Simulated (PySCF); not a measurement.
Excitation energy of Pr+ by level of theory

Pr+ [Xe] 4f3 6s1 (high-spin determinant) → Pr+ [Xe] 4f2 5d1 6s1 (high-spin determinant), as a difference of total energies. All numbers are calculated (PySCF 2.14, scalar relativity by spin-free X2C-1e, in x2c-TZVPPall (11s7p7d4f2g, 113 functions)). Correlated levels: valence: [Kr] 4d10 frozen. The calculations carry no spin-orbit coupling.

```
           method  excitation energy (eV)
              UHF                  -0.070
    MP2 (valence)                   0.617
SCS-MP2 (valence)                   0.389
   CCSD (valence)                   0.561
CCSD(T) (valence)                   0.639
```

**Question.** How much does correlation contribute at CCSD(T) (valence)?

**Answer.** 0.639 − (-0.070) = 0.709 eV, measured against UHF.

A first-order spin-orbit estimate (lowest level to lowest level, LS coupling) adds -0.073 eV.

The determinant of the lower state and of the upper state mixes LS terms, which raises its energy above the lowest term, most at the Hartree-Fock and MP2 levels.
